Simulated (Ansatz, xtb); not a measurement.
Pulling on the Se4–H5 bond in BH3Se (SMILES B[SeH]) (multiplicity 1 held, fragments rigid). Energies count from the point at 1.473 Å.
Geometry at that point (charge 0, multiplicity 1):
```xyz
5

B      0.4501    -0.0398    -1.5025
H     -0.2892    -0.5600    -2.2704
H      1.4866     0.4372    -1.8194
Se    -0.1317    -0.0109     0.3152
H      1.0302     0.6917     0.8871
```

Active spaces are followed from a long bond inwards. Curves can end on different states.

Cores are frozen in the correlated methods. Filled d and f shells under p-block atoms count as core.

Codes used: Ansatz (Gaussian orbitals); xtb for the GFN methods.  The GFN methods have no spin term and hold the electronic entropy of 300 K.

Q: Give the energy at R = 4.715 Å at the level FIC-NEVPT4(SD) on CASSCF(4,3)/cc-pVTZ.

A: 78.9 kcal/mol

Q: Give the energy at R = 4.715 Å at the level FIC-MRCISD+Q on CASSCF(4,3)/cc-pVTZ.

A: 79.2 kcal/mol

Q: Predict the energy at R = 4.715 Å from GFN2-xTB.

A: 81.8 kcal/mol

Doubts at one or more of the structures used: active orbitals that take no part (FIC-NEVPT4(SD) on CASSCF(4,3)/cc-pVTZ, FIC-MRCISD+Q on CASSCF(4,3)/cc-pVTZ).

Ansatz is an electronic-structure program.
